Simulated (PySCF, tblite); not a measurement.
Compound: CH15NOSi5.
Structure used (GFN2-xTB), in Å, numbered top down from 1:
```xyz
23
CH15NOSi5 angstrom
C      2.4179   -2.1319    0.4975
Si     2.4266   -0.3234   -0.0947
Si     0.3773    0.2914   -0.9220
O      0.2550    1.9010   -0.7037
Si    -0.6486    3.2020   -0.3753
N     -0.9646   -0.4859   -0.1057
Si    -2.3788   -0.9494   -1.0057
Si    -1.0791   -0.4327    1.6284
H      3.3785   -2.4304    0.9059
H      2.1876   -2.8069   -0.3223
H      1.6657   -2.2864    1.2667
H      3.4767   -0.2155   -1.1283
H      2.9436    0.4983    1.0178
H      0.1221    0.1028   -2.3546
H      0.3452    4.2684   -0.2807
H     -1.5919    3.4205   -1.4735
H     -1.3609    2.9910    0.8855
H     -3.1235   -1.8996   -0.1808
H     -1.9218   -1.5934   -2.2373
H     -3.2179    0.2150   -1.3121
H     -2.1571    0.4622    2.0627
H      0.2052    0.0270    2.1586
H     -1.3620   -1.7972    2.0835
```

Method: PBE0/pcSseg-1 in PySCF (dipole) on a GFN2-xTB geometry, gas phase.

Take the most abundant isotopes and a rigid rotor. The values belong to one conformer with, in the numbering `[CH3:1][SiH2:2][Si@H:3]([O:4][SiH3:5])[N:6]([SiH3:7])[SiH3:8]`, C1–Si2–Si3–O4 153°, Si2–Si3–O4–Si5 -145°, Si2–Si3–N6–Si7 -144°.

What are A, B and C (cm⁻¹)?

Ia = 612.29, Ib = 741.60, Ic = 1038.34 u·Å²; 505379 MHz·u·Å²/I gives 825.4, 681.5 and 486.7 MHz, that is A = 0.02753, B = 0.02273, C = 0.01624 cm⁻¹.

Classify the top.

An asymmetric top: κ = (2 × 681.5 − 825.4 − 486.7)/(825.4 − 486.7) = 0.15.

Is it planar, by Δ = Ic − Ia − Ib?

Not planar: Δ = Ic − Ia − Ib = -315.54 u·Å². For a rigid frame Δ = −2 Σ m c², so Σ m c² = 157.77 u·Å² lies off the ab plane: 32.61 from hydrogen and 125.16 from heavier atoms. The atom farthest from that plane is 2.33 Å away.

List the rotational levels J(Ka,Kc) to J = 5 (K).

Above 0(0,0), as E/k:
J = 1: 1(0,1) 0.056, 1(1,1) 0.063, 1(1,0) 0.072
J = 2: 2(0,2) 0.163, 2(1,2) 0.166, 2(1,1) 0.194, 2(2,1) 0.215, 2(2,0) 0.220
J = 3: 3(0,3) 0.317, 3(1,3) 0.317, 3(1,2) 0.371, 3(2,2) 0.383, 3(2,1) 0.403, 3(3,1) 0.443, 3(3,0) 0.445
J = 4: 4(0,4) 0.516, 4(1,4) 0.516, 4(1,3) 0.598, 4(2,3) 0.603, 4(2,2) 0.647, 4(3,2) 0.674, 4(3,1) 0.686, 4(4,1) 0.750, 4(4,0) 0.751
J = 5: 5(0,5) 0.762, 5(1,5) 0.762, 5(1,4) 0.871, 5(2,4) 0.872, 5(2,3) 0.946, 5(3,3) 0.960, 5(3,2) 0.991, 5(4,2) 1.042, 5(4,1) 1.047, 5(5,1) 1.136, 5(5,0) 1.136
The levels of one J sum to (2J + 1)J(J + 1)(A + B + C)/3.

Which types of transition are allowed, and where do some lines up to J = 5 fall?

The dipole components are |μa| = 0.12 D, |μb| = 0.78 D, |μc| = 0.26 D. Intensities carry the squares of the components, which stand as 0.02 : 1.00 : 0.11 (a : b : c). Some lines, for components of 0.1 D or more:

| type | branch | J(Ka,Kc) | MHz | lower level (cm⁻¹) |
| --- | --- | --- | --- | --- |
| c | Q | 4(3,2) ← 4(2,2) | 574 | 0.449 |
| c | Q | 3(3,1) ← 3(2,1) | 849 | 0.280 |
| c | Q | 5(4,2) ← 5(3,2) | 1044 | 0.689 |
| a | Q | 3(1,2) ← 3(1,3) | 1125 | 0.221 |
| b | Q | 3(1,2) ← 3(0,3) | 1140 | 0.220 |
| b | Q | 5(4,1) ← 5(3,2) | 1153 | 0.689 |
| a | R | 1(0,1) ← 0(0,0) | 1168 | 0.000 |
| b | R | 1(1,1) ← 0(0,0) | 1312 | 0.000 |
| b | Q | 4(4,0) ← 4(3,1) | 1362 | 0.476 |
| b | Q | 5(4,2) ← 5(3,3) | 1697 | 0.667 |
| b | R | 2(0,2) ← 1(1,1) | 2086 | 0.044 |
| b | R | 2(1,2) ← 1(0,1) | 2286 | 0.039 |
| a | R | 3(1,3) ← 2(1,2) | 3157 | 0.115 |
| a | R | 3(0,3) ← 2(0,2) | 3198 | 0.113 |
| a | R | 4(2,2) ← 3(2,1) | 5085 | 0.280 |
| b | R | 5(0,5) ← 4(1,4) | 5123 | 0.359 |
| b | R | 4(3,2) ← 3(2,1) | 5659 | 0.280 |
| c | R | 4(1,3) ← 3(0,3) | 5870 | 0.220 |
| a | R | 5(2,3) ← 4(2,2) | 6232 | 0.449 |
| c | R | 4(4,0) ← 3(3,0) | 6367 | 0.310 |
| c | R | 5(2,4) ← 4(1,4) | 7413 | 0.359 |

Estimate the classical rotational partition function at 10 K, 50 K and 500 K.

Point group C1, symmetry number σ = 1; q = (√π/σ)·√((kT/h)³/(ABC)), k/h = 20836.6 MHz/K: 10200 at 10 K, 114000 at 50 K, 3600000 at 500 K.

Its lowest GFN2-xTB frequency is 15i cm⁻¹, too small to tell a flat minimum from a shallow saddle. Zero-point vibration and centrifugal distortion are left out. A rigid rotor knows nothing of internal rotation, which can split or shift real lines. Quadrupole hyperfine structure (14N) is left out.

On one thread, Arm Neoverse V1 (aarch64), no GPU, shared host, this took 99 s wall (grids of density and orbitals included) and 1.1 GiB of memory at its peak. This is the PBE0/pcSseg-1 job that gave the dipole, with the shieldings it also computed.
